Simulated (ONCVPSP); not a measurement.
Mo: one change to an ONCV potential, before and after

Mo (Z = 42), optimised norm-conserving Vanderbilt (ONCV), made with ONCVPSP 4.0.1 (PBE, fully relativistic). Core [Ar] 3d10, reference 4s2 4p6 4d5 5s1. Waves: 4s+5s: rc 1.95 bohr, ncon 3, nbas 6, qcut 7.6 1/bohr, 2 projectors; 4p: rc 1.50 bohr, ncon 4, nbas 7, qcut 11.1 1/bohr, 3 projectors, debl 3.7 Ha; 4d: rc 1.50 bohr, ncon 5, nbas 8, qcut 6.1 1/bohr, local. Local part: the d channel. Core correction: Teter function, fcfact 5.25, rcfact 1.5.

Open shells are filled in proportion to 2j + 1.

All-electron outer shells of the reference configuration (PBE, scalar-relativistic, ld1.x):

| shell | level (eV) | outermost node (bohr) | outermost maximum (bohr) |
| --- | --- | --- | --- |
| 3d | -220.98 | – | 0.32 |
| 4s | -64.35 | 0.51 | 0.99 |
| 4p | -38.49 | 0.52 | 1.08 |
| 5s | -4.09 | 1.34 | 2.93 |
| 4d | -3.75 | 0.53 | 1.38 |

Change: s: qcut 10.3; p: qcut 15.1; d: qcut 8.3.

Cutoffs: the cutoffs (Ha) at which the residual kinetic energy of the hardest occupied pseudo-wave falls to 1 and 0.1 mHa per electron; they do not see the model core or the augmentation charge, which bear on the density cutoff. Errors are all-electron minus pseudo energies relative to the spin-unpolarised reference configuration.

Question: Predict the effect on cutoff, ghosts and configuration errors.

Answer: The potential gets neither clearly harder nor softer (34 Ha and 72 Ha → 39 Ha and 48 Ha); of the 4 tests that both files solve, the error grows in 0 and shrinks in 2 by more than 15 % and 0.3 meV (median size 2.1 → 1.6 meV); neither file shows a bound ghost. In the base the local d channel has no projectors, so it cannot carry the spin–orbit splitting, and the file is wrong for that shell. In the changed file the local d channel has no projectors, so it cannot carry the spin–orbit splitting, and the file is wrong for that shell.

| quantity | base | changed |
| --- | --- | --- |
| cutoff, loose | 34 Ha | 39 Ha |
| cutoff, tight | 72 Ha | 48 Ha |
| loose cutoff by channel | s 16 Ha, p 34 Ha, d 21 Ha | s 18 Ha, p 39 Ha, d 22 Ha |
| bound ghosts | none | none |
| GHOST(+) flags under 300 eV | none | none |
| largest miss of a reference level, eV | 0.12 | 0.12 |
| error for 4s2 4p6 4d5 5s0, meV [ΔE 6.89 eV] | -1.3 | -0.9 |
| error for 4s2 4p6 4d4 5s0, meV [ΔE 22.35 eV] | +0.3 | +0.5 |
| error for 4s2 4p6 4d3 5s0, meV [ΔE 49.09 eV] | +4.4 | +4.9 |
| error for 4s2 4p6 4d6 5s0, meV [ΔE 0.76 eV] | -3.0 | -2.3 |
| s: phases at 1.98 bohr within 0.05 rad from the reference energy up to (Ha; the scan ends near 5) | to the end of the scan | to the end of the scan |
| p3/2: phases at 1.53 bohr within 0.05 rad from the reference energy up to (Ha; the scan ends near 5) | to the end of the scan | to the end of the scan |
| p1/2: phases at 1.53 bohr within 0.05 rad from the reference energy up to (Ha; the scan ends near 5) | to the end of the scan | to the end of the scan |
| d5/2: phases at 1.53 bohr within 0.05 rad from the reference energy up to (Ha; the scan ends near 5) | to the end of the scan | 4.9 |
| d3/2: phases at 1.53 bohr within 0.05 rad from the reference energy up to (Ha; the scan ends near 5) | to the end of the scan | to the end of the scan |
| rms error of d²Exc/dni dnj with the model core, mHa | 2.73 | 2.80 |
